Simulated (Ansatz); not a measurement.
Consider the redistribution: `BN(C)[SiH2][SiH3]` + `NCC[SiH2]F` → `BN(C)[SiH2]N` + `F[SiH2]CC[SiH3]`.

Isolated molecules relaxed with PBE0-D4/def2-TZVP in Ansatz; ΔE leaves out vibrations. CCSD(T)/CBS is the MP2 limit (def2-TZVPP, def2-QZVPP) plus CCSD(T) − MP2 in def2-TZVPP, frozen cores. DFT in def2-TZVPP. B3LYP here is the variant with VWN-RPA as its local correlation; programs differ in this. Each species was taken in one conformer, which may not be the lowest.

`BN(C)[SiH2][SiH3]`:

Z-matrix (Å, degrees):
```
C
N 1 1.458
H 1 1.095 2 111.0
H 1 1.090 2 109.8 3 120.1
H 1 1.094 2 111.0 3 -119.9
Si 2 1.758 1 115.8 3 60.0
B 2 1.393 1 121.8 3 -120.0
Si 6 2.336 2 112.2 1 -180.0
H 6 1.492 2 108.4 1 -57.4
H 6 1.492 2 108.4 1 57.4
H 7 1.200 2 119.4 1 180.0
H 7 1.199 2 119.8 1 -0.0
H 8 1.486 6 111.3 2 61.3
H 8 1.486 6 111.3 2 -61.3
H 8 1.490 6 107.3 2 180.0
```

`NCC[SiH2]F`:

```xyz
13

N     1.213   -1.561    0.939
C     0.055   -0.910    0.345
C     0.405    0.503   -0.095
Si   -0.945    1.393   -1.011
F    -2.226    1.565   -0.059
H     1.502   -1.066    1.774
H     0.984   -2.507    1.222
H    -0.245   -1.499   -0.529
H    -0.821   -0.873    1.011
H     0.690    1.111    0.773
H     1.287    0.471   -0.747
H    -1.389    0.621   -2.201
H    -0.510    2.752   -1.421
```

`BN(C)[SiH2]N`:

```xyz
14

B    -1.590   -0.495    0.027
N    -0.440    0.215   -0.308
C    -0.467    1.298   -1.284
Si    1.152   -0.088    0.382
N     1.255   -1.342    1.529
H    -2.630   -0.212   -0.501
H    -1.528   -1.379    0.833
H     0.196    1.084   -2.130
H    -1.480    1.429   -1.665
H    -0.140    2.242   -0.836
H     1.583    1.180    1.027
H     2.052   -0.413   -0.756
H     1.179   -2.302    1.235
H     0.858   -1.218    2.447
```

`F[SiH2]CC[SiH3]`:

Z-matrix (Å, degrees):
```
Si
C 1 1.863
F 1 1.605 2 108.8
H 1 1.484 2 112.6 3 118.7
H 1 1.485 2 110.5 3 -118.1
C 2 1.534 1 116.0 3 -52.2
H 2 1.098 1 107.0 3 -176.4
H 2 1.097 1 106.8 3 70.9
Si 6 1.881 2 115.9 1 -67.9
H 6 1.095 2 110.3 1 55.2
H 6 1.096 2 109.8 1 171.3
H 9 1.487 6 109.6 2 -171.5
H 9 1.487 6 111.7 2 68.2
H 9 1.489 6 109.9 2 -51.9
```

(1) Is it downhill or uphill in electronic energy at CCSD(T)/CBS, and by how much? (Estimate.)

(2) What do these levels give: PBE0-D4, PBE, B3LYP, SCS-MP2/def2-TZVPP, CCSD/def2-TZVPP, SCS-MP2/def2-QZVPP? (An estimate is asked.)

Largest T1 diagnostic among the species: 0.013.

Answers

(1) Computed: Downhill: ΔE = -117.7 kJ/mol.

(2) The calculation gave: PBE0-D4 -105.9, PBE -98.6, B3LYP -113.1, SCS-MP2/def2-TZVPP -123.9, CCSD/def2-TZVPP -116.8, SCS-MP2/def2-QZVPP -125.4 kJ/mol.

From PBE to PBE0 (25 % exact exchange), in def2-TZVPP and without D4, ΔE moves by −5.6 kJ/mol. The D4 term adds −3.1 kJ/mol with B3LYP and −1.6 kJ/mol with PBE0; it sums over pairs of atoms, weighted by their polarisabilities, and B3LYP, whose exchange is more repulsive, gets the larger term.
